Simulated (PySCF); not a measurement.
## Name the molecule from its bond curve

A diatomic of charge 0 contains Se. Its doublet curve at PBE0 in a triple-zeta basis (scalar-relativistic core potentials, PySCF), in eV from the separated fragments:

```
R (Å)  E (eV)
1.828  -1.570
1.913  -2.294
1.998  -2.681
2.062  -2.813
2.126  -2.846
2.190  -2.805
2.275  -2.667
2.381  -2.407
2.509  -2.027
2.679  -1.488
```

The fit gives ωe = 458 cm⁻¹ and the rotational constant Bₑ = 0.1543 cm⁻¹.

Question: Which atom is the partner?

Answer: The minimum lies at 2.120 Å, so the reduced mass is 16.8576 u Å² cm⁻¹/(Bₑ·Re²) = 24.31 u. With Se at 79.92 u the partner weighs about 34.9 u: Cl. The molecule is SeCl.

Spin–orbit coupling is left out. The state is the lowest determinant that a PBE0 search found; another state may lie lower at other levels.
